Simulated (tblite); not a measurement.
Species: C₄H₁₂GaNO₂.
Atom-mapped SMILES: `[CH2:1]=[CH:2][C@@H:3]([OH:4])[Ga@@H-:5]([NH3+:6])[O:7][CH3:8]` (hydrogens: H9, H10 on C1; H11 on C2; H12 on C3; H13 on O4; H14 on Ga5; H15, H16, H17 on N6; H18, H19, H20 on C8)
Bond orders are those of one Lewis drawing.

Computed with GFN2-xTB (tblite), gas phase: L-BFGS steps from a force-field or distance-geometry start until the largest atomic force falls under 0.01 eV/Å.

Step 138: E = -732.1887 eV
```
atom  x, y, z in Å  |  force x, y, z in eV/Å
C1     -2.4605   -1.4062    0.2996    0.064   0.038  -0.100
C2     -1.9703   -0.3111   -0.2722   -0.106  -0.070   0.094
C3     -0.9301   -0.3220   -1.3171   -0.041  -0.024   0.010
O4     -0.9520    0.8714   -2.1495    0.041  -0.083  -0.154
Ga5     0.9569    0.1548   -0.6370   -0.011   0.040  -0.015
N6      0.3949    2.1363    0.1308    0.034   0.030   0.030
O7      1.6495   -0.4621    0.8227    0.033   0.032  -0.002
C8      2.4300   -1.1084    1.7933   -0.018  -0.004  -0.018
H9     -3.1605   -1.3721    1.1171   -0.001   0.044  -0.035
H10    -2.1548   -2.3891   -0.0298   -0.007   0.074   0.044
H11    -2.2886    0.6755    0.0587    0.032  -0.104  -0.027
H12    -1.0198   -1.2177   -1.9367    0.008   0.014   0.007
H13    -1.2201    0.6189   -3.0402   -0.036   0.083   0.182
H14     1.9134    0.6361   -1.7604    0.023   0.004   0.002
H15    -0.3163    2.5303   -0.4814    0.014  -0.061   0.008
H16     0.0114    2.0418    1.0710    0.058   0.031  -0.090
H17     1.1882    2.7760    0.1567   -0.079  -0.054   0.055
H18     3.4697   -1.1863    1.4654    0.029   0.025   0.006
H19     2.3995   -0.5354    2.7281   -0.008  -0.074  -0.036
H20     2.0546   -2.1200    1.9779   -0.030   0.060   0.041
```

Step 139: E = -732.1906 eV
```
atom  x, y, z in Å  |  force x, y, z in eV/Å
C1     -2.4747   -1.4186    0.2807    0.044   0.032  -0.122
C2     -1.9668   -0.3180   -0.2652   -0.110  -0.101   0.076
C3     -0.9214   -0.3288   -1.3048   -0.031   0.003   0.013
O4     -0.9308    0.8588   -2.1457   -0.138  -0.249  -0.460
Ga5     0.9595    0.1664   -0.6268    0.021   0.030  -0.022
N6      0.4018    2.1531    0.1230    0.013   0.043   0.017
O7      1.6546   -0.4334    0.8422    0.050   0.016   0.007
C8      2.4313   -1.1081    1.7985   -0.027   0.006  -0.049
H9     -3.1725   -1.3937    1.1007    0.001   0.042  -0.043
H10    -2.1912   -2.3979   -0.0802    0.004   0.093   0.080
H11    -2.2712    0.6653    0.0866    0.045  -0.095  -0.022
H12    -1.0025   -1.2294   -1.9196    0.012   0.030   0.014
H13    -1.2791    0.6081   -3.0186    0.107   0.223   0.484
H14     1.9150    0.6377   -1.7569    0.016  -0.004   0.022
H15    -0.3101    2.5502   -0.4865    0.006  -0.077   0.003
H16     0.0267    2.0777    1.0686    0.077   0.032  -0.094
H17     1.2023    2.7839    0.1268   -0.063  -0.052   0.083
H18     3.4688   -1.1953    1.4639    0.007   0.025   0.010
H19     2.4139   -0.5496    2.7424   -0.015  -0.072  -0.040
H20     2.0415   -2.1173    1.9678   -0.019   0.075   0.045
```

Step 140: E = -732.1945 eV
```
atom  x, y, z in Å  |  force x, y, z in eV/Å
C1     -2.4705   -1.4153    0.2866   -0.024   0.024  -0.049
C2     -1.9695   -0.3181   -0.2670   -0.050  -0.056   0.005
C3     -0.9218   -0.3302   -1.3046   -0.031   0.001   0.010
O4     -0.9316    0.8575   -2.1454   -0.027  -0.147  -0.205
Ga5     0.9585    0.1685   -0.6267    0.031   0.021  -0.021
N6      0.3996    2.1509    0.1241   -0.010   0.024  -0.007
O7      1.6597   -0.4250    0.8428    0.046   0.013   0.005
C8      2.4315   -1.1103    1.7956   -0.018   0.007  -0.056
H9     -3.1732   -1.3873    1.1020   -0.003   0.038  -0.032
H10    -2.1782   -2.3921   -0.0631    0.029  -0.024   0.047
H11    -2.2828    0.6636    0.0734    0.030  -0.013   0.001
H12    -1.0034   -1.2306   -1.9198    0.014   0.029   0.013
H13    -1.2641    0.6087   -3.0172   -0.002   0.132   0.226
H14     1.9116    0.6414   -1.7595    0.010  -0.008   0.030
H15    -0.3094    2.5474   -0.4887   -0.003  -0.070  -0.010
H16     0.0193    2.0769    1.0666    0.062   0.019  -0.051
H17     1.1986    2.7815    0.1328   -0.020  -0.022   0.077
H18     3.4697   -1.1982    1.4624   -0.005   0.017   0.012
H19     2.4142   -0.5603    2.7437   -0.014  -0.046  -0.026
H20     2.0369   -2.1182    1.9590   -0.015   0.059   0.031
```

Question: Estimate the geometry and energy of step 141. (The exact step hangs on the optimiser's Hessian estimate; all steps are aligned on step 140, rigid shifts and turns removed.)

Answer: E = -732.1984 eV, largest force 0.109 eV/Å
```
atom  x, y, z in Å  |  force x, y, z in eV/Å
C1     -2.4807   -1.4256    0.2763   -0.061   0.009  -0.037
C2     -1.9744   -0.3248   -0.2632   -0.021  -0.025  -0.033
C3     -0.9210   -0.3351   -1.2947   -0.010  -0.001   0.006
O4     -0.9279    0.8471   -2.1414    0.046  -0.060  -0.009
Ga5     0.9576    0.1774   -0.6190    0.051   0.007  -0.027
N6      0.4066    2.1619    0.1204   -0.017   0.031   0.013
O7      1.6817   -0.3989    0.8476    0.030   0.007  -0.002
C8      2.4350   -1.1108    1.7951   -0.022   0.016  -0.037
H9     -3.1888   -1.4020    1.0864   -0.011   0.024  -0.014
H10    -2.1916   -2.3988   -0.0848    0.032  -0.035   0.058
H11    -2.2859    0.6553    0.0833    0.034  -0.017   0.005
H12    -0.9944   -1.2390   -1.9064    0.015   0.030   0.013
H13    -1.2866    0.6048   -2.9991   -0.080   0.069   0.027
H14     1.9098    0.6456   -1.7553   -0.002  -0.012   0.037
H15    -0.3003    2.5563   -0.4951   -0.021  -0.061  -0.034
H16     0.0285    2.1099    1.0651    0.067   0.005  -0.046
H17     1.2109    2.7854    0.1161   -0.006  -0.017   0.076
H18     3.4735   -1.2099    1.4673    0.001   0.002   0.004
H19     2.4218   -0.5757    2.7511   -0.017  -0.009  -0.012
H20     2.0218   -2.1124    1.9472   -0.009   0.036   0.009
```

The energy changes by -0.0039 eV. The first-order estimate −F·Δx gives -0.0054 eV and the mean of the old and new forces, exact on a quadratic surface, -0.0040 eV. The step makes an angle of 82° with the force vector and moves no atom by more than 0.034 Å.

The cost below is that of the whole relaxation. Hardware: one thread of an Arm Neoverse N1 (shared host). Cost: 2.5 s of wall time.
